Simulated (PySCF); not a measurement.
Compound: CH₅FGe.
Z-matrix (Å and degrees, PBE0-D3(BJ)/def2-SVP geometry), rows numbered from 1:
```
F 
C   1  1.3758
Ge  2  1.9715  1  109.47
H   2  1.1034  1  109.21  3   120.89
H   2  1.1034  1  109.26  3  -121.39
H   3  1.5404  2  109.32  1   179.39
H   3  1.5372  2  109.45  1   -60.38
H   3  1.5374  2  109.05  1    59.38
```

Theory: PBE0-D3(BJ)/def2-SVP geometry optimisation, gas phase (PySCF 2.14.0).

Take the most abundant isotopes and a rigid rotor. 

Task: What are A, B and C (cm⁻¹)?

Result: Ia = 19.28, Ib = 143.24, Ic = 152.96 u·Å²; 505379 MHz·u·Å²/I gives 26219, 3528 and 3304 MHz, that is A = 0.87457, B = 0.11769, C = 0.11021 cm⁻¹.

Task: Classify the top.

Result: A near-prolate asymmetric top: κ = (2 × 3528 − 26219 − 3304)/(26219 − 3304) = -0.98.

Task: What does the inertial defect say?

Result: Not planar: Δ = Ic − Ia − Ib = -9.56 u·Å². For a rigid frame Δ = −2 Σ m c², so Σ m c² = 4.78 u·Å² lies off the ab plane, practically all of it from hydrogen. The atom farthest from that plane is 1.26 Å away.

Task: Give the coordinates in the principal-axis frame, origin at the centre of mass.

Result: The sense of each axis is arbitrary; atoms in the order of the calculation.
```
atom  mass (u)   a (Å)   b (Å)   c (Å)
  F1    18.998  -2.038   0.372   0.000
  C2    12.000  -1.142  -0.672   0.000
 Ge3    73.921   0.697   0.040   0.000
  H4     1.008  -1.311  -1.296   0.893
  H5     1.008  -1.316  -1.301  -0.890
  H6     1.008   1.697  -1.132   0.015
  H7     1.008   0.916   0.893  -1.260
  H8     1.008   0.898   0.911   1.251
```

Task: Which types of transition are allowed, and where do some lines up to J = 5 fall?

Result: The dipole components are |μa| = 0.74 D, |μb| = 1.33 D, |μc| = 0.00 D; the mirror of this Cs structure is the ab plane, so μc vanishes by symmetry and there are no c-type lines. Intensities carry the squares of the components, which stand as 0.31 : 1.00 (a : b). Some of the stronger lines:

| type | branch | J(Ka,Kc) | MHz | lower level (cm⁻¹) |
| --- | --- | --- | --- | --- |
| a | Q | 3(1,2) ← 3(1,3) | 1345 | 2.106 |
| a | Q | 4(1,3) ← 4(1,4) | 2241 | 3.002 |
| a | R | 2(1,1) ← 1(1,0) | 13888 | 0.992 |
| a | R | 3(0,3) ← 2(0,2) | 20490 | 0.684 |
| a | R | 3(2,2) ← 2(2,1) | 20496 | 3.726 |
| b | Q | 1(1,0) ← 1(0,1) | 22915 | 0.228 |
| a | R | 4(1,4) ← 3(1,3) | 26877 | 2.106 |
| a | R | 4(3,1) ← 3(3,0) | 27332 | 8.213 |
| a | R | 5(3,3) ← 4(3,2) | 34166 | 9.125 |
| a | R | 5(1,4) ← 4(1,3) | 34714 | 3.077 |
| b | R | 2(1,2) ← 1(0,1) | 36131 | 0.228 |
| b | R | 4(1,4) ← 3(0,3) | 49015 | 1.367 |
| b | Q | 2(2,1) ← 2(1,2) | 68745 | 1.433 |
| b | R | 4(2,2) ← 3(1,3) | 96434 | 2.106 |
| b | Q | 4(3,1) ← 4(2,2) | 113995 | 5.322 |
| b | Q | 3(3,1) ← 3(2,2) | 114015 | 4.410 |
| b | R | 3(3,0) ← 2(2,1) | 134511 | 3.726 |
| b | Q | 5(5,1) ← 5(4,2) | 205222 | 15.589 |
| b | R | 5(5,0) ← 4(4,1) | 239386 | 14.449 |

Task: Estimate the classical rotational partition function at 50 K, 200 K and 298.15 K.

Result: Point group Cs, symmetry number σ = 1; q = (√π/σ)·√((kT/h)³/(ABC)), k/h = 20836.6 MHz/K: 3410 at 50 K, 27300 at 200 K, 49600 at 298.15 K.

Stationary, but not proved a minimum. Constants of a rigid frame at the computed geometry: no zero-point averaging, no centrifugal distortion. A rigid rotor knows nothing of internal rotation, which can split or shift real lines.

On Arm Neoverse V1, one thread, shared host with 32 logical CPUs at a one-minute load of 14, this took 9.5 s and 0.36 GiB of memory at its peak. These figures are those of the optimisation.
